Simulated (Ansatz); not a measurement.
C$_{2}$H$_{4}$AlN (`[CH]1=N[CH2][AlH]1`). Charge 0, multiplicity 1.

```xyz
8

C     0.3914   -0.8042   -1.0022
N    -0.1508   -1.1689    0.1007
C    -0.4757   -0.0009    0.9583
Al    0.3370    1.0775   -0.4778
H     0.6683   -1.5769   -1.7207
H     0.0061   -0.1058    1.9337
H    -1.5526    0.0347    1.1414
H     0.7763    2.5443   -0.9335
```

(1) What are the harmonic wavenumbers in cm⁻¹ at PBE0-D4/def2-TZVP (Ansatz, finite differences of forces, unscaled)? (Estimate.)

(2) Is this a minimum?

(3) Give the ideal-gas thermochemistry at 298.15 K and 1 bar (rigid rotor, harmonic oscillator; point group Cs, symmetry number 1).

(4) And at 400, 500, 600, 800 and 1000 K?

(5) Rotational constants (cm⁻¹)?

## Answers

(1) The calculation gave: 19, 407, 482, 524, 650, 660, 779, 896, 933, 1136, 1155, 1267, 1437, 1602, 1875, 3070, 3111, 3117.

(2) Yes, all 18 modes are real.

(3) Zero-point energy 138.3 kJ/mol; H(298) − E = 153.9 kJ/mol; entropy 306.5 J/(mol·K), of which translation 161.7, rotation 101.7, vibration 43.2; G(298) − E = 62.5 kJ/mol. Modes under 100 cm⁻¹ are hindered rotations or soft bends, so the harmonic entropy is rough.

(4) 
| T (K) | H − E (kJ/mol) | S (J/mol/K) | G − E (kJ/mol) |
| --- | --- | --- | --- |
| 400 | 162.5 | 331.3 | 30.0 |
| 500 | 172.5 | 353.6 | -4.3 |
| 600 | 183.7 | 374.0 | -40.7 |
| 800 | 208.9 | 410.0 | -119.2 |
| 1000 | 236.7 | 441.1 | -204.3 |

(5) 0.3838, 0.2341, 0.1494.
